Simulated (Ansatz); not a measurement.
Scan of H2B (cation, charge +1), singlet: symmetric bend, bond length relaxed. Scanned: H-B-H angle. Other coordinates (B-H bond length) were minimised at B3LYP/def2-TZVP.

Level of theory: full CI/cc-pVQZ, frozen core in Ansatz (a program for electronic structure).

Scanned values (°): 180, 170, 159.84, 150.47, 141.56, 128.16, 119.56, 109.33, 99.71, 92.31, 78.68, 70.32.

### Question
Describe the profile: where are the wells and the tops?

### Answer
Lower than their neighbours: 180° (0.0 kcal/mol, end of the scan). Higher than their neighbours: 70.32° (105.8 kcal/mol, end of the scan). The whole profile spans 105.8 kcal/mol.

The scan ran from 180.0 to 60.0; beyond the range shown the relaxed coordinates jump or full CI changes its symmetry label.
